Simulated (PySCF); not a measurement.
# Reading the logs of faulty runs: AlB2H6Si

All numbers below are calculated, not measured. They come from PySCF 2.14.0, an open-source quantum chemistry program, on an isolated molecule that a program drew, which may never have been made. The molecule is AlB2H6Si (charge 0, doublet), drawn as the SMILES string `[BH][AlH][BH][SiH3]`.

Each row is a Hartree-Fock (HF) and frozen-core CCSD(T) single point in the cc-pV(D+d)Z basis, meant for a local HF minimum. Run 1 is clean. Each other run has one planted mistake out of seven kinds, and not every kind appears here: one electron removed, one electron added, multiplicity raised by two, geometry at a saddle point, minimal basis STO-3G, one bond length entered in bohr, all coordinates scaled. The reference is restricted for singlets and unrestricted otherwise, and also for a bond in bohr. Adding or removing an electron swaps singlet and doublet. Electrons count all cores. HOMO and LUMO are orbital energies over both spins, the gradient is its largest component, and the lowest frequency (negative if imaginary) is given only where the gradient is small. Bond lengths are over the 9 bonds as drawn. T1 is the CCSD diagnostic: over 0.02 (restricted) or 0.045 (unrestricted) a single reference is doubtful.

Geometry of the clean run:
```xyz
10
AlB2H6Si, angstrom
B     0.1683   -1.1665    4.2580
Al    1.4651   -0.3166    2.9001
B     0.7908    0.4681    1.0152
Si    0.5894   -0.5530   -0.7416
H    -0.5835   -1.6520    5.0429
H     3.0009   -0.2796    3.3023
H     0.4641    1.6272    0.9471
H    -0.8664   -0.7863   -0.9514
H     1.1088    0.2225   -1.8976
H     1.2608   -1.8784   -0.7488
```

| run | electrons | basis functions | <S^2> | HOMO (eV) | LUMO (eV) | gradient (hartree/bohr) | lowest frequency (cm^-1) | mean bond (Å) | longest bond (Å) | T1 | HF (hartree) | CCSD(T) (hartree) | mistake |
|---|---|---|---|---|---|---|---|---|---|---|---|---|---|
| 1 | 43 | 104 | 0.760 | -8.19 | 0.59 | 8.7e-06 | 40 | 1.6332 | 2.150 | 0.0169 | -583.58823 | -583.97068 | no fault |
| 2 | 43 | 104 | 3.784 | -7.77 | -0.91 | 3.1e-02 | - | 1.6332 | 2.150 | 0.0251 | -583.51623 | -583.89047 | multiplicity raised by two |
| 3 | 44 | 104 | 0.000 | -0.60 | 4.99 | 2.6e-02 | - | 1.6332 | 2.150 | 0.0293 | -583.57180 | -583.99835 | one electron added |
| 4 | 43 | 104 | 1.472 | -8.75 | 0.35 | 1.8e-02 | - | 1.7508 | 2.250 | 0.0517 | -583.47516 | -583.85244 | ? |

**Which mistake was planted in run 4, and what did it cost?**

The mean bond changes by a factor of 1.072 and the longest by 1.047, so the molecule wasn't scaled as a whole. A length L in bohr read as angstrom grows by (1/0.5292 - 1) L = 0.890 L. The 9 bonds together grew by 9 x 0.1176 = 1.058 Å, which gives L = 1.190 Å. That is bond B1-H5, 1.190 Å in the clean geometry. So the mistake is: one bond length entered in bohr. Subtracting run 1 and multiplying by 627.51 kcal/mol a hartree, the energy moved by 71.0 kcal/mol in HF and 74.2 kcal/mol in CCSD(T).

Cautions from the logs. Run 3: T1 is over the limit, so its CCSD(T) energy is less reliable; run 4: T1 is over the limit, so its CCSD(T) energy is less reliable.
